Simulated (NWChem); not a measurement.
MgNH$_{2}$Br; SMILES [NH2][Mg][Br]

```xyz
5

Mg     0.0520    -0.9845    -0.0023
Br    -0.2642     1.3485     0.0110
N      0.3101    -2.8499    -0.0130
H      0.4395    -3.4307    -0.8341
H      0.3282    -3.4541     0.8013
```
Atoms are numbered in this order, from 1.

Results from NWChem. Structure relaxed at the B3LYP/6-31G* (spherical d) level. Vzz is the largest principal value of the second derivative of the potential at the nucleus (NWChem prints the opposite sign); η is the asymmetry. Non-relativistic.

For level Hartree-Fock/def2-SVP:

```yaml
Vzz Mg1 (a.u.): -0.892
Vzz Br2 (a.u.): 1.642
Vzz N3 (a.u.): -0.832
```

What are these values for level PBE/def2-TZVP?

The vzz Mg1 (a.u.) is -0.931. The vzz Br2 (a.u.) comes out as 2.080 and the vzz N3 (a.u.) is -0.751.
